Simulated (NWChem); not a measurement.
System meant: Si$_{2}$NH$_{7}$O; SMILES N[Si@H](O)[SiH3]

Here is an NWChem input.

```
start job
memory heap 200 mb stack 900 mb global 1100 mb
geometry units angstroms noautosym nocenter noautoz
  N     -1.412741     1.244826    -0.301445
  Si     0.023861     0.578103     0.363411
  O      1.391547     1.252767    -0.333840
  Si     0.013944    -1.736310    -0.049385
  H     -1.731463     2.159557    -0.000984
  H     -1.647182     1.081540    -1.274248
  H     -0.010512     0.874619     1.829879
  H      2.236072     0.848265    -0.112940
  H     -0.261312    -1.997333    -1.499014
  H     -1.027844    -2.440759     0.761268
  H      1.343870    -2.349075     0.272247
end
basis spherical
  * library def2-svp
end
dft
  xc xtpss03 ctpss03
  iterations 150
end
property
  shielding
end
task dft property
```

End of the output:

```
 Vector   28  Occ=0.000000D+00  E= 4.267041D-02
              MO Center=  2.2D-01, -5.7D-01, -2.8D-01, r^2= 7.2D+00
   Bfn.  Coefficient  Atom+Function         Bfn.  Coefficient  Atom+Function
  ----- ------------  ---------------      ----- ------------  ---------------
    86      0.863728   9 H  s                58      0.799946   4 Si py
    59      0.724301   4 Si pz               81      0.605107   8 H  s
    71      0.597763   6 H  s                26      0.576267   2 Si py
     3     -0.490238   1 N  s                96      0.366258  11 H  s
    35     -0.364048   3 O  s                49     -0.343369   4 Si s

 center of mass
 --------------
 x =   0.04928502 y =   0.06560240 z =  -0.01624218

 moments of inertia (a.u.)
 ------------------
         636.018728809062           3.237965681840          -2.125320314627
           3.237965681840         312.060732272614          10.763352875742
          -2.125320314627          10.763352875742         842.671724598236

     Multipole analysis of the density
     ---------------------------------

     L   x y z        total         alpha         beta         nuclear
     -   - - -        -----         -----         ----         -------
     0   0 0 0     -0.000000    -25.000000    -25.000000     50.000000

     1   1 0 0      0.053447     -0.610197     -0.610197      1.273842
     1   0 1 0      0.296812     -0.510952     -0.510952      1.318715
     1   0 0 1     -0.097511      0.336997      0.336997     -0.771505

     2   2 0 0    -27.558333    -90.762050    -90.762050    153.965767
     2   1 1 0     -2.527453      2.787977      2.787977     -8.103406
     2   1 0 1      1.987735     -1.113643     -1.113643      4.215021
     2   0 2 0    -31.787652   -182.074955   -182.074955    332.362257
     2   0 1 1     -0.021001      2.150001      2.150001     -4.321003
     2   0 0 2    -30.714774    -35.527435    -35.527435     40.340095

          -----------------------------------------
          Chemical Shielding Tensors (GIAO, in ppm)
          -----------------------------------------

 ------------------------------------------------------------------------
  xtpss03: d2 not coded                    0
 ------------------------------------------------------------------------
 ------------------------------------------------------------------------
  current input line :
    26: task dft property
 ------------------------------------------------------------------------
 ------------------------------------------------------------------------
 This error has not yet been assigned to a category
 ------------------------------------------------------------------------
 For more information see the NWChem manual at https://nwchemgit.github.io

0: xtpss03: d2 not coded:Received an Error in Communication
```

Q: What is wrong, and how is it mended?

A: The program stopped with an error. Cause: this functional's second derivatives, which shieldings need, aren't coded here; the fix takes a hybrid GGA instead. This input runs:
```
start job
memory heap 200 mb stack 900 mb global 1100 mb
geometry units angstroms noautosym nocenter noautoz
  N     -1.412741     1.244826    -0.301445
  Si     0.023861     0.578103     0.363411
  O      1.391547     1.252767    -0.333840
  Si     0.013944    -1.736310    -0.049385
  H     -1.731463     2.159557    -0.000984
  H     -1.647182     1.081540    -1.274248
  H     -0.010512     0.874619     1.829879
  H      2.236072     0.848265    -0.112940
  H     -0.261312    -1.997333    -1.499014
  H     -1.027844    -2.440759     0.761268
  H      1.343870    -2.349075     0.272247
end
basis spherical
  * library def2-svp
end
dft
  xc pbe0
  iterations 150
end
property
  shielding
end
task dft property
```
It converges to -712.55241 Ha (PBE0/def2-SVP, GIAO).
